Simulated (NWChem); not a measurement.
# BBrF2; SMILES B(F)(Br)F

```xyz
4

B      0.0000     0.0000     0.9414
F      0.0000    -1.1289     1.6053
F      0.0000     1.1289     1.6053
Br     0.0000     0.0000    -0.9601
```
Atoms are numbered in this order, from 1.

All runs use the structure optimised with PBE0/def2-SVP.

Symmetry labels are those of C2v in the frame above (b1 and b2, or b-type labels, depend on it).

Q: List the 4 lowest vertical singlet excitations from LDA (Slater exchange, VWN5)/def2-SVP, TDA (NWChem).

A: 
```
state  energy (eV)  oscillator strength  symmetry  leading excitation (squared amplitude)
-----  -----------  -------------------  --------  --------------------------------------
S1            6.25                0.000        a2                      HOMO → LUMO (1.00)
S2            7.42                0.110        a1                    HOMO−1 → LUMO (0.92)
S3            8.12                0.014        b2                    HOMO → LUMO+1 (0.98)
S4            8.47                0.011        b1                  HOMO−1 → LUMO+1 (0.88)
```
